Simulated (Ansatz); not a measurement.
ZnNCl₅H₃³⁻ (relaxed from a model of [Zn(NH3)Cl5]3-, whose bonding it doesn't keep). Charge -3, multiplicity 1. Geometry r2SCAN-D4/def2-SVPD, loosely relaxed, basis def2-TZVPD, Ansatz.

Cartesian coordinates in Å:
```
Zn -2.810 -1.622 -2.278
N -1.473 -0.900 -0.790
H -0.731 -0.365 -1.237
H -1.072 -1.691 -0.289
H -1.981 -0.304 -0.139
Cl -2.590 -3.857 -1.863
Cl 19.410 3.405 -5.793
Cl -4.712 -0.587 -1.556
Cl -1.760 -0.767 -4.114
Cl -2.282 6.689 18.058
```

| run | HOMO (eV) | LUMO (eV) |
| --- | --- | --- |
| A | 1.07 | 3.99 |
| B | 0.07 | 3.98 |
| C | 0.95 | 3.48 |
| D | 1.29 | 3.38 |
| E | 1.39 | 3.37 |
| F | -1.10 | 4.34 |

A multiply charged anion in the gas phase is held together partly by the finite basis. In the singlet geometry the species has come apart into loosely held pieces.

Task: The runs used B97M-V, BHLYP, BLYP, PBE, PBE0, r2SCAN. Estimate which is which.

Result: A r2SCAN (0 % exact exchange); B PBE0 (25 % exact exchange); C B97M-V (0 % exact exchange); D PBE (0 % exact exchange); E BLYP (0 % exact exchange); F BHLYP (50 % exact exchange). Exact exchange lowers occupied and raises empty levels; among semilocal functionals meta-GGAs tend to open the gap a little, and such runs are hard to tell apart. The gap grows from 1.98 eV (BLYP) to 5.44 eV (BHLYP). At r2SCAN-D4/def2-TZVPD, PBE0-D4/def2-TZVPD, B97M-V/def2-TZVPD, PBE-D4/def2-TZVPD and others the highest occupied level of the charge -3 singlet lies above zero (up to 1.39 eV). The electron is either unbound and held by the finite basis, or the level is raised by self-interaction error. The geometry of the charge -3 singlet is only loosely relaxed.
